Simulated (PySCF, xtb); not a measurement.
C5H7FO, SMILES C=C[C@]1(F)CCO1. One conformer was computed; it need not be the lowest.

Harmonic wavenumbers (cm⁻¹) from xtb 6.7.1 with GFN2-xTB at its own minimum, in rising order: 54, 98, 252, 266, 404, 436, 467, 657, 685, 797, 878, 902, 905, 1008, 1015, 1026, 1050, 1076, 1112, 1120, 1152, 1204, 1219, 1258, 1275, 1399, 1439, 1474, 1708, 2950, 2967, 3039, 3047, 3082, 3113, 3143.

Task: What does PBE-D3(BJ)/def2-SVP in PySCF give at its own minimum? (Estimate from the structure and the level; the computed values follow.)

Result: 83, 92, 266, 286, 418, 441, 482, 655, 686, 754, 856, 900, 926, 966, 983, 989, 1001, 1052, 1119, 1127, 1154, 1204, 1241, 1266, 1297, 1373, 1393, 1458, 1676, 2966, 3021, 3031, 3084, 3103, 3105, 3189. Paired by order, the mean absolute difference is 21 cm⁻¹ and the zero-point energies are 68.2 and 68.1 kcal/mol.
